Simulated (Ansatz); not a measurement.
# A substitution series on Si: NH2 to F

On one Si centre that keeps OH, n of the NH2 ligands are replaced by F. The HOMO–LUMO gap y in eV at wB97X-V/def2-TZVPP. Shapes, held fixed at every level: PBE0-D4/def2-TZVP. Flexible molecules stand in one conformer, not always the lowest. Programs: Ansatz 0.2.0.

```
     molecule  n  y (eV)
 Si(NH2)3(OH)  0   11.92
Si(NH2)2(OH)F  1       ?
Si(NH2)(OH)F2  2   13.25
     Si(OH)F3  3   15.45
```

Fit y = c + s·n to the known rows and predict Si(NH2)2(OH)F.


1. Means of the 3 rows: n = 1.66667, y = 13.540.
2. Σ(Δn)² = 4.6667, Σ(Δn·Δy) = 5.15, so the slope is 5.15/4.6667 = 1.1036.
3. Intercept: 13.540 − (1.1036) × 1.66667 = 11.701. The largest residual of the fit is 0.66.
4. Si(NH2)2(OH)F: 11.701 + (1.1036) × 1 = 12.80 eV.

The run gave 12.82 eV, so the prediction is off by -0.02 eV, within the scatter of the fit. The steps per swap are uneven (+0.90, +0.43, +2.20), so a line is a poor model. Other levels give for Si(NH2)2(OH)F: r2SCAN-D4/def2-TZVPP 7.10; B3LYP-D4/def2-TZVPP 7.77; wB97M-V/def2-TZVPP 12.25 eV. Orbital gaps aren't excitation energies, and the LUMO depends on the basis.
